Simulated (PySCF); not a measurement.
PySCF input (M06-2X/def2-TZVPD):

```python
from pyscf import gto, scf, dft

mol = gto.M(
    atom='''
    B    -1.16156737    0.43630842    0.02571076
    Cl    0.46529914   -0.11147966   -0.00413971
    H    -2.10224853   -0.28638796   -0.05817867
    ''',
    basis='def2-tzvpd',
    charge=1,
    spin=0,
    verbose=4,
)

mf = dft.RKS(mol, xc='m062x').density_fit(auxbasis='def2-universal-jkfit')
mf.grids.level = 4
mf.conv_tol = 1e-9
mf.max_cycle = 100
mf.max_memory = 1500
mf.kernel()
if not mf.converged:
    mf = mf.newton()
    mf.kernel(mf.make_rdm1())
mf.analyze()
```

Output:

```
PySCF version 2.14.0

[INPUT] verbose = 4
[INPUT] num. atoms = 3
[INPUT] num. electrons = 22
[INPUT] charge = 1
[INPUT] spin (= nelec alpha-beta = 2S) = 0
[INPUT] symmetry False subgroup None
[INPUT] Mole.unit = angstrom
[INPUT] Symbol           X                Y                Z      unit          X                Y                Z       unit  Magmom
[INPUT]  1 B     -1.161567370000   0.436308420000   0.025710760000 AA   -2.195044204531   0.824503419642   0.048586294854 Bohr   0.0
[INPUT]  2 Cl     0.465299140000  -0.111479660000  -0.004139710000 AA    0.879287940596  -0.210666025860  -0.007822918135 Bohr   0.0
[INPUT]  3 H     -2.102248530000  -0.286387960000  -0.058178670000 AA   -3.972673967469  -0.541194809773  -0.109941752591 Bohr   0.0

nuclear repulsion = 31.9185943772827
number of shells = 34
number of NR pGTOs = 135
number of NR cGTOs = 92
basis = def2-tzvpd
ecp = {}

******** <class 'pyscf.df.df_jk.DFRKS'> ********
method = DFRKS
initial guess = minao
damping factor = 0
level_shift factor = 0
DIIS = <class 'pyscf.scf.diis.CDIIS'>
diis_start_cycle = 1
diis_space = 8
diis_damp = 0
SCF conv_tol = 1e-09
SCF conv_tol_grad = None
SCF max_cycles = 100
direct_scf = False
XC library pyscf.dft.libxc version 7.1.2
    S. Lehtola, C. Steigemann, M. J. T. Oliveira, and M. A. L. Marques,  SoftwareX 7, 1–5 (2018)
XC functionals = m062x
    Y. Zhao and D. G. Truhlar,  Theor. Chem. Acc. 120, 215 (2008)
    Y. Zhao and D. G. Truhlar,  Theor. Chem. Acc. 120, 215 (2008)
radial grids:
    Treutler-Ahlrichs [JCP 102, 346 (1995); DOI:10.1063/1.469408] (M4) radial grids

becke partition: Becke, JCP 88, 2547 (1988); DOI:10.1063/1.454033
pruning grids: <function nwchem_prune>
grids dens level: 4
symmetrized grids: False
atomic radii adjust function: <function treutler_atomic_radii_adjust>
small_rho_cutoff = 0
Set gradient conv threshold to 3.16228e-05
Initial guess from minao.
tot grids = 72504
******** <class 'pyscf.df.df.DF'> ********
auxbasis = def2-universal-jkfit
init E= -485.680224277523
  HOMO = -0.415016491861206  LUMO = -0.134150899718826  gap/eV = 7.64274
cycle= 1 E= -485.198562956223  delta_E= 0.482  |g|= 0.382  |ddm|=  1.2
  HOMO = -0.69503848300623  LUMO = -0.46099221187194  gap/eV = 6.36872
cycle= 2 E= -485.169636142678  delta_E= 0.0289  |g|= 0.565  |ddm|= 0.744
  HOMO = -0.714959224199332  LUMO = -0.399069781817996  gap/eV = 8.59579
cycle= 3 E= -485.263835732311  delta_E= -0.0942  |g|= 0.0638  |ddm|= 0.415
  HOMO = -0.694115872572921  LUMO = -0.378580400351041  gap/eV = 8.58616
cycle= 4 E= -485.264570539875  delta_E= -0.000735  |g|= 0.0138  |ddm|= 0.079
  HOMO = -0.694977689752567  LUMO = -0.37564636694238  gap/eV = 8.68945
cycle= 5 E= -485.264620996771  delta_E= -5.05e-05  |g|= 0.00279  |ddm|= 0.0139
  HOMO = -0.694776926163948  LUMO = -0.375866115855477  gap/eV = 8.67801
cycle= 6 E= -485.264625045139  delta_E= -4.05e-06  |g|= 0.000802  |ddm|= 0.00396
  HOMO = -0.69484100175815  LUMO = -0.37599269946605  gap/eV = 8.67630
cycle= 7 E= -485.26462542064  delta_E= -3.76e-07  |g|= 0.000201  |ddm|= 0.00111
  HOMO = -0.694811821897941  LUMO = -0.375999212912205  gap/eV = 8.67533
cycle= 8 E= -485.264625449192  delta_E= -2.86e-08  |g|= 3.97e-05  |ddm|= 0.000331
  HOMO = -0.694818264166378  LUMO = -0.376000444756627  gap/eV = 8.67547
cycle= 9 E= -485.264625450957  delta_E= -1.77e-09  |g|= 1.18e-05  |ddm|= 8.45e-05
  HOMO = -0.694817594790898  LUMO = -0.376000328729376  gap/eV = 8.67546
cycle= 10 E= -485.264625451057  delta_E= -9.99e-11  |g|= 3.74e-06  |ddm|= 2.06e-05
  HOMO = -0.69481711000801  LUMO = -0.375999985015493  gap/eV = 8.67546
Extra cycle  E= -485.264625451061  delta_E= -3.41e-12  |g|= 2.26e-06  |ddm|= 5.29e-06
converged SCF energy = -485.264625451061
**** SCF Summaries ****
Total Energy =                        -485.264625451060510
Nuclear Repulsion Energy =              31.918594377282734
One-electron Energy =                 -725.142395270585666
Two-electron Energy =                  207.959175442242497
Two-electron Coulomb Energy =          240.253790501702213
DFT Exchange-Correlation Energy =      -32.294615059459730
HOMO-LUMO gap [eV] =                     8.675455857957973
**** MO energy ****
MO #1   energy= -102.969034067091  occ= 2
MO #2   energy= -10.1289321658455  occ= 2
MO #3   energy= -7.84915036081969  occ= 2
MO #4   energy= -7.8462746623696   occ= 2
MO #5   energy= -7.84613392878529  occ= 2
MO #6   energy= -7.49969212376433  occ= 2
MO #7   energy= -1.24091492175764  occ= 2
MO #8   energy= -0.871151006877792 occ= 2
MO #9   energy= -0.769811615890539 occ= 2
MO #10  energy= -0.703594117564688 occ= 2
MO #11  energy= -0.69481711000801  occ= 2
MO #12  energy= -0.375999985015493 occ= 0
MO #13  energy= -0.315692660217231 occ= 0
MO #14  energy= -0.150366927988659 occ= 0
MO #15  energy= -0.144978506441339 occ= 0
MO #16  energy= -0.109718602736555 occ= 0
MO #17  energy= -0.102674146731002 occ= 0
MO #18  energy= -0.0840467047516171 occ= 0
MO #19  energy= -0.0810955009873585 occ= 0
MO #20  energy= -0.0746208878015979 occ= 0
MO #21  energy= -0.0727903418930192 occ= 0
MO #22  energy= -0.0499800820927748 occ= 0
MO #23  energy= -0.0343710319045086 occ= 0
MO #24  energy= -0.00826308299245326 occ= 0
MO #25  energy= 0.0230398126312947 occ= 0
MO #26  energy= 0.0307649227052521 occ= 0
MO #27  energy= 0.036240873513996  occ= 0
MO #28  energy= 0.0445419055904639 occ= 0
MO #29  energy= 0.0451441598620553 occ= 0
MO #30  energy= 0.0571929290384543 occ= 0
MO #31  energy= 0.0747948226740633 occ= 0
MO #32  energy= 0.0758697884197336 occ= 0
MO #33  energy= 0.115850813362674  occ= 0
MO #34  energy= 0.1361385033056    occ= 0
MO #35  energy= 0.165486980107964  occ= 0
MO #36  energy= 0.204801421296399  occ= 0
MO #37  energy= 0.213646712243675  occ= 0
MO #38  energy= 0.290505119027367  occ= 0
MO #39  energy= 0.299568547121554  occ= 0
MO #40  energy= 0.306092439154755  occ= 0
MO #41  energy= 0.314042325231951  occ= 0
MO #42  energy= 0.345300779758958  occ= 0
MO #43  energy= 0.404873157543841  occ= 0
MO #44  energy= 0.410237451910519  occ= 0
MO #45  energy= 0.417964263912482  occ= 0
MO #46  energy= 0.435032007523205  occ= 0
MO #47  energy= 0.499222922970796  occ= 0
MO #48  energy= 0.516375103909889  occ= 0
MO #49  energy= 0.533294128580557  occ= 0
MO #50  energy= 0.58288640310376   occ= 0
MO #51  energy= 0.621509986913598  occ= 0
MO #52  energy= 0.694734015854543  occ= 0
MO #53  energy= 0.720434238949306  occ= 0
MO #54  energy= 0.849415107636439  occ= 0
MO #55  energy= 0.929084702088399  occ= 0
MO #56  energy= 1.07319871080841   occ= 0
MO #57  energy= 1.28121654137728   occ= 0
MO #58  energy= 1.34906500461278   occ= 0
MO #59  energy= 1.35858060307912   occ= 0
MO #60  energy= 1.4287835250771    occ= 0
MO #61  energy= 1.46597052259922   occ= 0
MO #62  energy= 1.53926772750533   occ= 0
MO #63  energy= 1.56368762452797   occ= 0
MO #64  energy= 1.57823863407923   occ= 0
MO #65  energy= 1.58193763010713   occ= 0
MO #66  energy= 1.60720495338232   occ= 0
MO #67  energy= 1.67038031281256   occ= 0
MO #68  energy= 1.70048727503671   occ= 0
MO #69  energy= 1.70440339978934   occ= 0
MO #70  energy= 1.72249062322402   occ= 0
MO #71  energy= 1.76008324834789   occ= 0
MO #72  energy= 1.76970102785234   occ= 0
MO #73  energy= 1.82032039715942   occ= 0
MO #74  energy= 1.84278397376401   occ= 0
MO #75  energy= 1.95326163266254   occ= 0
MO #76  energy= 2.02604700507992   occ= 0
MO #77  energy= 2.09511532904132   occ= 0
MO #78  energy= 2.1168004706309    occ= 0
MO #79  energy= 2.16907819342091   occ= 0
MO #80  energy= 2.19045249930768   occ= 0
MO #81  energy= 2.21097969862847   occ= 0
MO #82  energy= 2.30440246978721   occ= 0
MO #83  energy= 2.6527198400875    occ= 0
MO #84  energy= 2.67814051765204   occ= 0
MO #85  energy= 2.80826266375298   occ= 0
MO #86  energy= 3.02095333131595   occ= 0
MO #87  energy= 3.08581684577912   occ= 0
MO #88  energy= 10.6146866038912   occ= 0
MO #89  energy= 10.6287515235956   occ= 0
MO #90  energy= 10.9836864881081   occ= 0
MO #91  energy= 13.7725351187806   occ= 0
MO #92  energy= 25.1532452927494   occ= 0
 ** Mulliken pop on meta-lowdin orthogonal AOs  **
 ** Mulliken pop  **
pop of  0 B 1s            1.99979
pop of  0 B 2s            0.99118
pop of  0 B 3s            0.01123
pop of  0 B 4s            0.00012
pop of  0 B 5s            0.00024
pop of  0 B 6s            0.00024
pop of  0 B 2px           0.87384
pop of  0 B 2py           0.32412
pop of  0 B 2pz           0.25186
pop of  0 B 3px           0.02003
pop of  0 B 3py           0.00567
pop of  0 B 3pz           0.00456
pop of  0 B 4px           0.00074
pop of  0 B 4py           0.00091
pop of  0 B 4pz           0.00070
pop of  0 B 3dxy          0.00473
pop of  0 B 3dyz          0.00045
pop of  0 B 3dz^2         0.00209
pop of  0 B 3dxz          0.00373
pop of  0 B 3dx2-y2       0.00359
pop of  0 B 4dxy          0.00026
pop of  0 B 4dyz          0.00000
pop of  0 B 4dz^2         0.00007
pop of  0 B 4dxz          0.00011
pop of  0 B 4dx2-y2       0.00011
pop of  0 B 5dxy          0.00104
pop of  0 B 5dyz          0.00008
pop of  0 B 5dz^2         0.00019
pop of  0 B 5dxz          0.00127
pop of  0 B 5dx2-y2       0.00065
pop of  0 B 4f-3          0.00149
pop of  0 B 4f-2          0.00008
pop of  0 B 4f-1          0.00029
pop of  0 B 4f+0          0.00031
pop of  0 B 4f+1          0.00068
pop of  0 B 4f+2          0.00029
pop of  0 B 4f+3          0.00053
pop of  1 Cl 1s           1.99999
pop of  1 Cl 2s           1.99975
pop of  1 Cl 3s           1.79851
pop of  1 Cl 4s           0.00372
pop of  1 Cl 5s           0.00046
pop of  1 Cl 6s           0.00019
pop of  1 Cl 2px          1.99997
pop of  1 Cl 2py          1.99998
pop of  1 Cl 2pz          1.99998
pop of  1 Cl 3px          1.46485
pop of  1 Cl 3py          1.60454
pop of  1 Cl 3pz          1.72374
pop of  1 Cl 4px          0.00905
pop of  1 Cl 4py          0.00689
pop of  1 Cl 4pz          0.00514
pop of  1 Cl 5px          0.00057
pop of  1 Cl 5py          0.00023
pop of  1 Cl 5pz          0.00027
pop of  1 Cl 6px          0.00059
pop of  1 Cl 6py          0.00010
pop of  1 Cl 6pz          0.00008
pop of  1 Cl 7px          0.00037
pop of  1 Cl 7py          0.00005
pop of  1 Cl 7pz          0.00004
pop of  1 Cl 3dxy         0.00861
pop of  1 Cl 3dyz         0.00078
pop of  1 Cl 3dz^2        0.00403
pop of  1 Cl 3dxz         0.00558
pop of  1 Cl 3dx2-y2      0.00921
pop of  1 Cl 4dxy         0.00029
pop of  1 Cl 4dyz         0.00002
pop of  1 Cl 4dz^2        0.00018
pop of  1 Cl 4dxz         0.00008
pop of  1 Cl 4dx2-y2      0.00077
pop of  1 Cl 5dxy         0.00013
pop of  1 Cl 5dyz         0.00001
pop of  1 Cl 5dz^2        0.00011
pop of  1 Cl 5dxz         0.00006
pop of  1 Cl 5dx2-y2      0.00045
pop of  1 Cl 4f-3         0.00059
pop of  1 Cl 4f-2         0.00014
pop of  1 Cl 4f-1         0.00007
pop of  1 Cl 4f+0         0.00017
pop of  1 Cl 4f+1         0.00035
pop of  1 Cl 4f+2         0.00014
pop of  1 Cl 4f+3         0.00045
pop of  2 H 1s            0.81824
pop of  2 H 2s            0.01290
pop of  2 H 3s            0.00313
pop of  2 H 2px           0.00316
pop of  2 H 2py           0.00112
pop of  2 H 2pz           0.00033
pop of  2 H 3px           0.00109
pop of  2 H 3py           0.00090
pop of  2 H 3pz           0.00057
 ** Mulliken atomic charges  **
charge of    0B =      0.49272
charge of    1Cl =      0.34872
charge of    2H =      0.15856

WARN: System has nonzero charge 1; the dipole moment is origin-dependent.
Location of origin: [0. 0. 0.]

Dipole moment(X, Y, Z, Debye): -3.69190,  1.48062,  0.09084
```

This state (charge 1, singlet) is run at the relaxed geometry of the species with charge 0 and multiplicity 2.
